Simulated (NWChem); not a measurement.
System: GeHCl$_{3}$; SMILES [Cl][GeH]([Cl])[Cl]

Parts of the log:

```
             Northwest Computational Chemistry Package (NWChem) 7.3.0
             --------------------------------------------------------

 C3  symmetry detected

                             Geometry "geometry" -> ""
                             -------------------------

 Output coordinates in angstroms (scale by  1.889725989 to convert to a.u.)

  No.       Tag          Charge          X              Y              Z
 ---- ---------------- ---------- -------------- -------------- --------------
    1 Ge                  32.0000     0.00000000    -0.00000000     0.43597532
    2 Cl                  17.0000     0.52104186     1.93287587    -0.31203168
    3 Cl                  17.0000     1.41339867    -1.41767343    -0.31203168
    4 Cl                  17.0000    -1.93444054    -0.51520244    -0.31203168
    5 H                    1.0000     0.00000000    -0.00000000     1.96240532

 Effective nuclear repulsion energy (a.u.)     556.4354782254

      Symmetry information
      --------------------

 Group name             C3
 Group number              5
 Group order               3
 No. of unique centers     3

  pbe96 is a nonlocal functional; adding pw91lda local functional.

                                 NWChem DFT Module
                                 -----------------

 Summary of "ao basis" -> "ao basis" (spherical)
 ------------------------------------------------------------------------------
       Tag                 Description            Shells   Functions and Types
 ---------------- ------------------------------  ------  ---------------------
 Ge                         pcseg-2                 15       43   6s5p3d1f
 Cl                         pcseg-2                 12       34   5s4p2d1f
 H                          pcseg-2                  6       14   3s2p1d

      Symmetry analysis of basis
      --------------------------

        a          57
        e+         51
        e-         51

  Rotation of axis

            General Information
            -------------------
          SCF calculation type: DFT
          Wavefunction type:  closed shell.
          No. of atoms     :     5
          No. of electrons :    84
           Alpha electrons :    42
            Beta electrons :    42
          Charge           :     0
          Spin multiplicity:     1
          Use of symmetry is: on ; symmetry adaption is: on
          Maximum number of iterations: 150
          AO basis - number of functions:   159
                     number of shells:    57
          Convergence on energy requested:  1.00D-06
          Convergence on density requested:  1.00D-05
          Convergence on gradient requested:  5.00D-04

              XC Information
              --------------
          PerdewBurkeErnzerhof Exchange Functional  1.000
            Perdew 1991 LDA Correlation Functional  1.000 local
           PerdewBurkeErnz. Correlation Functional  1.000 non-local

             Grid Information
             ----------------
          Grid used for XC integration:  medium
          Radial quadrature: Mura-Knowles
          Angular quadrature: Lebedev.
          Tag              B.-S. Rad. Rad. Pts. Rad. Cut. Ang. Pts.
          ---              ---------- --------- --------- ---------
          Ge                  1.25      112           8.0       590
          Cl                  1.00       88          10.0       590
          H                   0.35       45          10.0       434
          Grid pruning is: on
          Number of quadrature shells:   245
          Spatial weights used:  Erf1

      Superposition of Atomic Density Guess
      -------------------------------------

 Sum of atomic energies:       -3454.25614614

      Non-variational initial energy
      ------------------------------

 Total energy =   -3455.065414
 1-e energy   =   -5913.460921
 2-e energy   =    1901.960030
 HOMO         =      -0.399235
 LUMO         =      -0.002942

      Symmetry analysis of molecular orbitals - initial
      -------------------------------------------------

  Numbering of irreducible representations:

     1 a           2 e+          3 e-

  Orbital symmetries:

     1 a           2 a           3 e+          4 e+          5 a
     6 a           7 e+          8 e+          9 a          10 e+
    11 e+         12 a          13 e+         14 e+         15 a
    16 e+         17 e+         18 e+         19 e+         20 a
    21 a          22 a          23 e+         24 e+         25 e+
    26 e+         27 a          28 e+         29 e+         30 a
    31 e+         32 e+         33 a          34 e+         35 e+
    36 a          37 e+         38 e+         39 e+         40 e+
    41 a          42 a          43 a          44 e+         45 e+
    46 a          47 a          48 e+         49 e+         50 a
    51 e+         52 e+

     ---------------------------------------------
      Total Density - Mulliken Population Analysis
     ---------------------------------------------

    Atom       Charge   Shell Charges
 -----------   ------   -------------------------------------------------------
    1 Ge  32    30.78   2.00  2.00  1.15  0.81  0.58  0.60  6.00  5.90  0.39  0.95  0.09  9.71  0.40  0.15  0.04
    2 Cl  17    17.40   2.01  0.38  1.60  1.05  0.91  5.92  1.04  3.14  1.35  0.00  0.01  0.00
    3 Cl  17    17.40   2.01  0.38  1.60  1.05  0.91  5.92  1.04  3.14  1.35  0.00  0.01  0.00
    4 Cl  17    17.40   2.01  0.38  1.60  1.05  0.91  5.92  1.04  3.14  1.35  0.00  0.01  0.00
    5 H    1     1.01   0.35  0.53  0.13  0.00  0.01  0.00

   convergence    iter        energy       DeltaE   RMS-Dens  Diis-err
 ---------------- ----- ----------------- --------- --------- ---------
 d= 0,ls=0.0,diis     1  -3457.4675029531 -4.01D+03  9.52D-03  2.41D+00
 d= 0,ls=0.0,diis     2  -3457.2993909445  1.68D-01  9.03D-03  1.99D+00
 d= 0,ls=0.0,diis     3  -3457.4707324441 -1.71D-01  3.17D-03  8.37D-01
 d= 0,ls=0.0,diis     4  -3457.5727126431 -1.02D-01  4.75D-04  9.96D-03
 d= 0,ls=0.0,diis     5  -3457.5733877092 -6.75D-04  1.16D-04  9.66D-04
  Resetting Diis
 d= 0,ls=0.0,diis     6  -3457.5734811705 -9.35D-05  3.23D-05  4.44D-05
 d= 0,ls=0.0,diis     7  -3457.5734866766 -5.51D-06  8.17D-06  6.38D-07
 d= 0,ls=0.0,diis     8  -3457.5734866240  5.26D-08  4.55D-06  1.03D-06

         Total DFT energy =    -3457.573486623969
      One electron energy =    -5911.553968692991
           Coulomb energy =     2060.929619603456
    Exchange-Corr. energy =     -163.384615759818
 Nuclear repulsion energy =      556.435478225383

 Numeric. integr. density =       84.000005421272

                  Occupations of the irreducible representations
                  ----------------------------------------------

                     irrep           alpha         beta
                     --------     --------     --------
                     a                16.0         16.0
                     e+               26.0         26.0
                     e-                0.0          0.0

                       DFT Final Molecular Orbital Analysis
                       ------------------------------------

 Vector   40  Occ=2.000000D+00  E=-3.029162D-01  Symmetry=e+
              MO Center=  3.1D-01,  5.9D-01, -2.6D-01, r^2= 4.7D+00
   Bfn.  Coefficient  Atom+Function         Bfn.  Coefficient  Atom+Function
  ----- ------------  ---------------      ----- ------------  ---------------
    57      0.343891  2 Cl pz                56      0.254822  2 Cl py
    90      0.214885  3 Cl py                91     -0.204689  3 Cl pz
    60      0.198769  2 Cl pz               124      0.191590  4 Cl py
    51     -0.166617  2 Cl pz                54      0.158136  2 Cl pz
    59      0.141675  2 Cl py               125     -0.139202  4 Cl pz

 Vector   41  Occ=2.000000D+00  E=-3.025169D-01  Symmetry=a
              MO Center=  2.4D-12, -4.6D-12,  3.3D-02, r^2= 5.0D+00
   Bfn.  Coefficient  Atom+Function         Bfn.  Coefficient  Atom+Function
  ----- ------------  ---------------      ----- ------------  ---------------
    57      0.300477  2 Cl pz                91      0.300477  3 Cl pz
   125      0.300477  4 Cl pz                60      0.170667  2 Cl pz
    94      0.170667  3 Cl pz               128      0.170667  4 Cl pz
   147     -0.168771  5 H  s                 51     -0.146231  2 Cl pz
    85     -0.146231  3 Cl pz               119     -0.146231  4 Cl pz

 Vector   42  Occ=2.000000D+00  E=-2.940059D-01  Symmetry=a
              MO Center=  4.3D-13,  2.2D-12, -3.0D-01, r^2= 5.2D+00
   Bfn.  Coefficient  Atom+Function         Bfn.  Coefficient  Atom+Function
  ----- ------------  ---------------      ----- ------------  ---------------
    55      0.329166  2 Cl px               124      0.329432  4 Cl py
    89     -0.241427  3 Cl px                90     -0.240699  3 Cl py
    58      0.192725  2 Cl px               127      0.192881  4 Cl py
    49     -0.159211  2 Cl px               118     -0.159340  4 Cl py
    52      0.151871  2 Cl px               121      0.151994  4 Cl py

 Vector   43  Occ=0.000000D+00  E=-9.568230D-02  Symmetry=a
              MO Center= -5.0D-14, -3.9D-15,  2.0D-01, r^2= 4.9D+00
   Bfn.  Coefficient  Atom+Function         Bfn.  Coefficient  Atom+Function
  ----- ------------  ---------------      ----- ------------  ---------------
     6      1.220244  1 Ge s                  5      0.505719  1 Ge s
   148     -0.431943  5 H  s                 59      0.298191  2 Cl py
   126     -0.298432  4 Cl px                 4     -0.278815  1 Ge s
    56      0.238394  2 Cl py               123     -0.238587  4 Cl px
    48     -0.228036  2 Cl s                 82     -0.228036  3 Cl s

 Vector   44  Occ=0.000000D+00  E=-3.718588D-02  Symmetry=e+
              MO Center=  1.8D-02,  9.0D-04,  4.9D-01, r^2= 4.5D+00
   Bfn.  Coefficient  Atom+Function         Bfn.  Coefficient  Atom+Function
  ----- ------------  ---------------      ----- ------------  ---------------
    19      0.584897  1 Ge px                16      0.571452  1 Ge px
   116      0.350038  4 Cl s                 20      0.223814  1 Ge py
    17      0.218667  1 Ge py                10     -0.217203  1 Ge px
    93     -0.215697  3 Cl py               126      0.215132  4 Cl px
    48     -0.207020  2 Cl s                 13      0.184388  1 Ge px

 Vector   45  Occ=0.000000D+00  E=-3.718588D-02  Symmetry=e+
              MO Center= -1.8D-02, -9.0D-04,  4.9D-01, r^2= 4.5D+00
   Bfn.  Coefficient  Atom+Function         Bfn.  Coefficient  Atom+Function
  ----- ------------  ---------------      ----- ------------  ---------------
    20      0.584897  1 Ge py                17      0.571452  1 Ge py
    82      0.321618  3 Cl s                 48     -0.284666  2 Cl s
   127     -0.234074  4 Cl py                19     -0.223814  1 Ge px
    16     -0.218667  1 Ge px                11     -0.217203  1 Ge py
    92     -0.208448  3 Cl px                14      0.184388  1 Ge py

     ---------------------------------------------
      Total Density - Mulliken Population Analysis
     ---------------------------------------------

    Atom       Charge   Shell Charges
 -----------   ------   -------------------------------------------------------
    1 Ge  32    31.52   2.00  2.00  1.16  0.79  0.79  0.53  6.00  5.90  0.60  1.22  0.06  9.64  0.52  0.24  0.06
    2 Cl  17    17.17   2.01  0.36  1.60  1.09  0.88  5.90  1.08  2.94  1.27  0.00  0.02  0.00
    3 Cl  17    17.17   2.01  0.36  1.60  1.09  0.88  5.90  1.08  2.94  1.27  0.00  0.02  0.00
    4 Cl  17    17.17   2.01  0.36  1.60  1.09  0.88  5.90  1.08  2.94  1.27  0.00  0.02  0.00
    5 H    1     0.98   0.39  0.50  0.07  0.00  0.02  0.00

     -------------------------------------------
      Total Density - Lowdin Population Analysis
     -------------------------------------------

    Atom       Charge   Shell Charges
 -----------   ------   -------------------------------------------------------
    1 Ge  32    32.47   2.00  2.00  1.11  0.82  0.55  0.45  5.98  5.57  0.92  1.21  0.56  9.40  0.77  0.98  0.18
    2 Cl  17    16.80   1.95  0.83  1.17  0.91  0.80  5.71  1.39  2.56  1.45  0.00  0.03  0.00
    3 Cl  17    16.80   1.95  0.83  1.17  0.91  0.80  5.71  1.39  2.56  1.45  0.00  0.03  0.00
    4 Cl  17    16.80   1.95  0.83  1.17  0.91  0.80  5.71  1.39  2.56  1.45  0.00  0.03  0.00
    5 H    1     1.12   0.35  0.47  0.22  0.00  0.07  0.01

     Multipole analysis of the density
     ---------------------------------

     L   x y z        total         alpha         beta         nuclear
     -   - - -        -----         -----         ----         -------
     0   0 0 0     -0.000000    -42.000000    -42.000000     84.000000

     1   1 0 0      0.000000      0.000000      0.000000      0.000000
     1   0 1 0     -0.000000     -0.000000     -0.000000     -0.000000
     1   0 0 1      0.573707      0.286853      0.286853      0.000000

     2   2 0 0    -42.426492   -203.678725   -203.678725    364.930957
     2   1 1 0     -0.000000     -0.000000     -0.000000      0.000000
     2   1 0 1      0.000000      0.000000      0.000000      0.000000
     2   0 2 0    -42.426492   -203.678725   -203.678725    364.930957
     2   0 1 1     -0.000000     -0.000000     -0.000000      0.000000
     2   0 0 2    -39.899446    -46.552313    -46.552313     53.205181

            General Information
            -------------------
          SCF calculation type: DFT
          Wavefunction type:  closed shell.
          No. of atoms     :     5
          No. of electrons :    84
           Alpha electrons :    42
            Beta electrons :    42
          Charge           :     0
          Spin multiplicity:     1
          Use of symmetry is: on ; symmetry adaption is: on
          Maximum number of iterations: 150
          AO basis - number of functions:   159
                     number of shells:    57
          Convergence on energy requested:  1.00D-06
          Convergence on density requested:  1.00D-05
          Convergence on gradient requested:  5.00D-04

              XC Information
              --------------
          PerdewBurkeErnzerhof Exchange Functional  1.000
            Perdew 1991 LDA Correlation Functional  1.000 local
           PerdewBurkeErnz. Correlation Functional  1.000 non-local

             Grid Information
             ----------------
          Grid used for XC integration:  medium
          Radial quadrature: Mura-Knowles
          Angular quadrature: Lebedev.
          Tag              B.-S. Rad. Rad. Pts. Rad. Cut. Ang. Pts.
          ---              ---------- --------- --------- ---------
          Ge                  1.25      112           8.0       590
          Cl                  1.00       88          10.0       590
          H                   0.35       45          10.0       434
          Grid pruning is: on
          Number of quadrature shells:   245
          Spatial weights used:  Erf1

          Convergence Information
          -----------------------
          Convergence aids based upon iterative change in
          total energy or number of iterations.
          Levelshifting, if invoked, occurs when the
          HOMO/LUMO gap drops below (HL_TOL):  1.00D-02
          DIIS, if invoked, will attempt to extrapolate
          using up to (NFOCK): 10 stored Fock matrices.

[...]

                         DFT ENERGY GRADIENTS

    atom               coordinates                        gradient
                 x          y          z           x          y          z
   1 Ge      0.000000  -0.000000   0.823874    0.000000   0.000000  -0.000742
   2 Cl      0.984626   3.652606  -0.589654   -0.001102  -0.004087   0.001252
   3 Cl      2.670936  -2.679014  -0.589654   -0.002989   0.002998   0.001252
   4 Cl     -3.655563  -0.973591  -0.589654    0.004090   0.001090   0.001252
   5 H       0.000000  -0.000000   3.708408   -0.000000   0.000000  -0.003016
```

Level: PBE/pcseg-2. The geometry was optimised at PBE0/def2-SVP.

Problem. Write an input that gives this output.

Solution. One answer among several that fit: the input that was run:
```
start job
memory heap 200 mb stack 900 mb global 1100 mb
geometry units angstroms noautoz
  Ge     0.000000     0.000000     0.435165
  Cl    -0.489539     1.941094    -0.312842
  Cl     1.925806    -0.546594    -0.312842
  Cl    -1.436267    -1.394500    -0.312842
  H      0.000000     0.000000     1.961595
end
basis spherical
  * library pcseg-2
end
dft
  xc xpbe96 cpbe96
  iterations 150
  mulliken
end
task dft gradient
```
